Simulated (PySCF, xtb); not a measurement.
CH7F2NSi2, SMILES F[SiH2]C(N)[SiH2]F.

GFN2-xTB (xtb) at its own geometry gives an orbital gap of 4.32 eV and a dipole moment of 2.72 D.

Coordinates come from a r2SCAN-D4/def2-SVP optimisation. This is a generated structure with no PubChem entry under its InChIKey; it may be hypothetical. The values are those of a single conformer.

**Question.** What does HF/def2-TZVP run with PySCF give? (An estimate is asked for; the answer gives what the named calculation found.)

**Answer.** gap 13.22 eV (levels -10.45 and 2.77 eV), dipole 2.43 D.
